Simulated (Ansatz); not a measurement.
Reaction (formal exchange of groups at a Zr–Cl bond): `[OH][Zr]([OH])([Cl])[Cl]` + acetylene → `C#[C][Zr]([OH])([OH])[Cl]` + HCl

Calculated with Ansatz (gas phase, PBE0-D4/def2-TZVP geometries, no zero-point term in ΔE). CCSD(T)/CBS adds triple-zeta CCSD(T) − MP2 to the extrapolated MP2 energy (def2 sets, frozen cores). This one scheme is used for every species. Functionals use def2-TZVPP. B3LYP here is the variant with VWN-RPA as its local correlation; programs differ in this. HSE06 is defined as in plane-wave codes. def2 core potentials past Kr. For Zr outer-core shells are correlated without core-valence functions, which leaves a few kJ/mol of doubt a bond. Each species was taken in one conformer, which may not be the lowest.

`[OH][Zr]([OH])([Cl])[Cl]`:

Z-matrix (Å, degrees):
```
Zr
O 1 1.894
Cl 1 2.358 2 108.9
O 1 1.894 2 110.7 3 119.8
Cl 1 2.358 2 109.0 3 -120.4
H 2 0.953 1 171.6 3 -120.0
H 4 0.953 1 171.7 2 -0.0
```

`C#C`:

Cartesian coordinates in Å:
```
C 0.427 0.069 -0.413
C -0.427 -0.069 0.413
H 1.187 0.192 -1.149
H -1.187 -0.192 1.149
```

`C#[C][Zr]([OH])([OH])[Cl]`:

```xyz
9

C    -1.585   -2.207   -0.318
C    -0.969   -1.171   -0.167
Zr    0.109    0.718    0.108
O     1.193    0.534    1.655
O     1.151    1.011   -1.450
Cl   -1.434    2.482    0.401
H    -2.130   -3.115   -0.451
H     1.860    0.532    2.336
H     1.804    1.216   -2.114
```

HCl:

Cartesian coordinates in Å:
```
Cl 0.361 -0.101 -0.518
H -0.361 0.101 0.518
```

```
             level  ΔE (kJ/mol)  difference from CCSD(T)/CBS
       LDA (SPW92)        135.9                          2.2
            PBE-D4        131.0                         -2.7
         revPBE-D4        128.2                         -5.5
           BLYP-D4        131.1                         -2.6
         r2SCAN-D4        136.7                          3.0
            B97M-V        134.7                          1.0
           PBE0-D4        134.9                          1.2
        r2SCANh-D4        137.6                          3.9
        r2SCAN0-D4        138.8                          5.1
          HSE06-D4        134.7                          1.0
          BHLYP-D4        139.8                          6.1
      CAM-B3LYP-D4        138.0                          4.3
            B2PLYP        134.6                          0.9
          PBE-QIDH        135.7                          2.0
            revPBE        129.5                         -4.2
              BLYP        132.3                         -1.4
            r2SCAN        137.2                          3.5
              PBE0        135.6                          1.9
             B3LYP        136.0                          2.3
           r2SCANh        138.1                          4.4
           r2SCAN0        139.3                          5.6
             HSE06        135.4                          1.7
         CAM-B3LYP        138.7                          5.0
           LC-ωPBE        139.8                          6.1
RPA@PBE/def2-TZVPP        118.1                        -15.6
       HF/def2-SVP        150.4                         16.7
      MP2/def2-SVP        134.3                          0.6
     CCSD/def2-SVP        134.4                          0.7
  CCSD(T)/def2-SVP        132.2                         -1.5
     HF/def2-TZVPP        142.2                          8.5
    MP2/def2-TZVPP        129.9                         -3.8
SCS-MP2/def2-TZVPP        128.2                         -5.5
   CCSD/def2-TZVPP        128.6                         -5.1
CCSD(T)/def2-TZVPP        126.7                         -7.0
     HF/def2-QZVPP        143.0                          9.3
    MP2/def2-QZVPP        134.2                          0.5
SCS-MP2/def2-QZVPP        132.6                         -1.1
      HF/CBS(def2)        143.1                          9.4
     MP2/CBS(def2)        136.9                          3.2
    CCSD/CBS(def2)        135.6                          1.9
       CCSD(T)/CBS        133.7                            0
```

Largest T1 diagnostic among the species: 0.017.

Leaving LDA and LC-ωPBE aside and taking each functional with its dispersion term where it has one, the values spread over 11.6 kJ/mol, from revPBE-D4 to BHLYP-D4. LDA lies +4.2 kJ/mol from PBE without D4. From PBE to PBE0 (25 % exact exchange), in def2-TZVPP and without D4, ΔE moves by +3.9 kJ/mol.
